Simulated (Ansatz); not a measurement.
Molecule: C2H8Sn, net charge 0, singlet state. SMILES: [CH3][SnH2][CH3]
Geometry: optimised at B3LYP-D3(BJ)/def2-TZVP (Ansatz, a quantum-chemistry and plane-wave program).

Wanted: vertical ionisation energy (to the doublet state of charge +1; each state is the SCF solution reached for its spin; for the doublet the Hartree-Fock reference is unstable and T1 is 0.020), in eV. Cores are frozen in the correlated levels unless marked. Open shells are spin-unrestricted. Spin-orbit coupling is left out. The frozen core is the preceding noble-gas configuration, with the filled d and f shells of earlier blocks. In def2 rows, elements after Kr have scalar-relativistic effective core potentials. 

| level | program | vertical ionisation energy (eV) |
|---|---|---|
| RI-HF/def2-TZVPPD | Ansatz | 9.19 |
| RI-HF/def2-QZVPPD | Ansatz | 9.18 |
| SVWN5/def2-TZVPD | Ansatz | 9.98 |
| PBE/def2-TZVPD | Ansatz | 9.78 |
| B3LYP/def2-TZVPD | Ansatz | 9.94 |
| BHLYP/def2-TZVPD | Ansatz | 9.95 |
| CAM-B3LYP/def2-TZVPD | Ansatz | 10.08 |
| wB97X-V/def2-TZVPD | Ansatz | 10.13 |
| RI-MP2/def2-QZVPPD | Ansatz | 10.38 |
| CCSD/def2-SVPD | Ansatz | 10.09 |
| CCSD/def2-TZVPPD | Ansatz | 10.13 |
| CCSD(T)/def2-SVPD | Ansatz | 10.11 |
| CCSD(T)/def2-TZVPPD | Ansatz | 10.15 |
| CCSD(T)/def2-QZVPPD | Ansatz | 10.20 |
